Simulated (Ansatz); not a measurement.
C3H11NO3Ti, SMILES `C[O][Ti]([NH2])([O]C)[O]C`, relaxed with RKS PBE0-D4/def2-TZVP in Ansatz from a PBE-D4/def2-SVP geometry. The force threshold is 0.005 eV/Å; the program also tests the step.

Charge 0, multiplicity 1.

Start:

```xyz
19

C    -0.015   -2.409   -1.447
O     0.222   -1.712   -0.261
Ti    0.278   -0.040    0.405
N     1.985    0.293    1.154
O     0.083    1.057   -1.020
C     0.773    2.069   -1.688
O    -0.976    0.326    1.640
C    -2.232    0.153    2.213
H     0.849   -3.067   -1.699
H    -0.179   -1.714   -2.304
H    -0.913   -3.061   -1.355
H     2.159    0.891    1.968
H     2.849   -0.192    0.890
H     0.208    3.030   -1.654
H     1.778    2.245   -1.236
H     0.919    1.810   -2.763
H    -2.987    0.832    1.752
H    -2.201    0.382    3.304
H    -2.601   -0.894    2.101
```

| step | energy (eV) | largest force (eV/Å) | largest move (Å) |
| --- | --- | --- | --- |
| 1 | -34028.2513 | 0.607 | 0.000 |
| 2 | -34028.3204 | 0.206 | 0.038 |
| 3 | -34028.3278 | 0.050 | 0.018 |
| 4 | -34028.3295 | 0.081 | 0.046 |
| 5 | -34028.3303 | 0.017 | 0.034 |
| 6 | -34028.3304 | 0.014 | 0.015 |
| 7 | -34028.3305 | 0.015 | 0.010 |
| 8 | -34028.3307 | 0.024 | 0.036 |
| 9 | -34028.3308 | 0.019 | 0.023 |
| 10 | -34028.3309 | 0.016 | 0.023 |
| 11 | -34028.3310 | 0.012 | 0.021 |
| 13 | -34028.3311 | 0.024 | 0.026 |
| 15 | -34028.3312 | 0.015 | 0.015 |
| 17 | -34028.3314 | 0.021 | 0.013 |
| 19 | -34028.3317 | 0.053 | 0.064 |
| 21 | -34028.3320 | 0.025 | 0.047 |
| 23 | -34028.3323 | 0.034 | 0.021 |
| 25 | -34028.3327 | 0.057 | 0.062 |
| 27 | -34028.3330 | 0.034 | 0.030 |
| 29 | -34028.3332 | 0.039 | 0.017 |
| 31 | -34028.3334 | 0.023 | 0.023 |
| 33 | -34028.3334 | 0.009 | 0.009 |
| 35 | -34028.3335 | 0.006 | 0.007 |
| 37 | -34028.3335 | 0.001 | 0.005 |

End:

```xyz
19

C     0.074   -2.570   -1.492
O     0.448   -1.791   -0.404
Ti    0.388   -0.200    0.412
N     2.077    0.153    1.187
O     0.031    1.031   -0.841
C     0.512    2.166   -1.484
O    -0.870   -0.054    1.676
C    -2.149    0.365    2.019
H     0.909   -3.209   -1.800
H    -0.216   -1.946   -2.345
H    -0.772   -3.217   -1.232
H     2.217    0.673    2.041
H     2.941   -0.282    0.898
H    -0.176    3.006   -1.337
H     1.497    2.452   -1.098
H     0.600    1.983   -2.561
H    -2.529    1.105    1.305
H    -2.139    0.820    3.016
H    -2.842   -0.484    2.040
```

Hardware: 4 threads of an AMD EPYC 7R13 on a shared host and a share of an NVIDIA H100 80 GB. Wall time 65 s, peak host memory 1 GiB.
